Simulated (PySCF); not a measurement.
## Correlation energy of Kr (krypton, neutral)

[Kr], closed-shell 1S. Calculation: PySCF 2.14, in cc-pVDZ-DK (5s4p2d, 27 functions); scalar relativity by spin-free X2C-1e. Frozen: [Ar] 3d10; 8 electrons correlated.

MP2 pair energies summed by pair of shells (mhartree):

| pair | energy | share (%) |
| --- | --- | --- |
| 4p-4p | -94.92 | 80.7 |
| 4s-4p | -17.70 | 15.0 |
| 4s-4s | -5.01 | 4.3 |

Total MP2 correlation energy: -117.64 mhartree.

Same-spin part -32.77 and opposite-spin part -84.86 mhartree; SCS-MP2 scales them by 1/3 and 6/5 to -112.76 mhartree.

```tsv
level	correlation energy (mhartree)
CCSD	-127.48
(T)	-0.78
CCSD(T)	-128.26
```

Diagnostics: T1 = 0.0016, D1 = 0.0040, largest double amplitude 0.045.

Problem. Is a single reference adequate?

Solution. Yes, within this model without spin-orbit coupling: T1 lies below 0.03 and no double amplitude reaches 0.07.
